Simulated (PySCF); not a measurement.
Compound: C4H8FNSi2.
Cartesian coordinates in Å at the GFN2-xTB level; atoms count from 1:
```
atom  x, y, z in Å
N1     0.1368    3.0613    0.6820
C2     0.2910    1.9428    0.4679
C3     0.5430    0.5843    0.2182
Si4    2.3783    0.0989    0.4279
C5    -0.4903   -0.2004   -0.1280
Si6   -2.2590    0.4802   -0.2836
C7    -0.3372   -1.6548   -0.4157
F8     0.9543   -2.1131   -0.2958
H9     2.8812   -0.3713   -0.8594
H10    3.0753    1.3276    0.8149
H11    2.4754   -0.8841    1.5028
H12   -2.6711    1.0018    1.0159
H13   -3.1141   -0.6456   -0.6720
H14   -2.2718    1.5058   -1.3222
H15   -0.9457   -2.2479    0.2779
H16   -0.6538   -1.8767   -1.4422
```

Computed, not measured: TDDFT CAM-B3LYP/def2-SVPD, vertical, gas phase, core orbitals frozen in the response in PySCF 2.14.0, density-fitted response routines.

Transition dipole moments from the ground state, in atomic units and in the frame of the coordinates above (overall signs are arbitrary), for the states with f of 0.002 or more among the lowest 8:

| state | E (eV) | μx | μy | μz |
| --- | --- | --- | --- | --- |
| S2 | 5.660 | 1.131 | 0.930 | 0.394 |
| S6 | 7.190 | -0.046 | -0.057 | 0.264 |
| S7 | 7.446 | 0.571 | -0.166 | 0.062 |
| S8 | 7.723 | -0.039 | -0.048 | 0.227 |

Question: Work out the oscillator strengths.

Answer: f = (2/3) ΔE |μ|² with ΔE in hartree (27.2114 eV).

| state | \|μ\|² (au) | \|μ\| (D) | f |
| --- | --- | --- | --- |
| S2 | 2.297 | 3.85 | 0.319 |
| S6 | 0.075 | 0.70 | 0.013 |
| S7 | 0.357 | 1.52 | 0.065 |
| S8 | 0.055 | 0.60 | 0.010 |

Question: The point group is Cs. Which irreducible representation does each state belong to?

Answer: The ground state is totally symmetric, so the direction of μ fixes the label. Polarised normal to the mirror plane, so A″: S6 and S8. Polarised in the mirror plane, so A′: S2 and S7.

Question: Which bond between heavy atoms lies closest to the direction of the S2 transition dipole?

Answer: C3–C5, at 2° from it; next C3–Si4 at 54°.

Question: What angle do the transition dipoles of S7 and S8 make?

Answer: |cos θ| = |μa·μb| / (|μa| |μb|) = 0.00, so θ ≈ 90° (taken between 0 and 90°, since the signs are arbitrary).

Question: What peak molar absorption coefficient would the strongest computed level give as a lone Gaussian band 0.4 eV wide at half height?

Answer: ε(max) = 2.175×10⁸ f / FWHM, with the width in cm⁻¹. S2: 2.175×10⁸ × 0.3186 / 3226 ≈ 21000 L mol⁻¹ cm⁻¹.

Time: 2.1 min wall (grids of density and orbitals included); peak memory 1.0 GiB. Hardware: one thread of an Arm Neoverse N1, no GPU, shared host with 64 logical CPUs at a one-minute load of 50.

One conformer stands for the species.
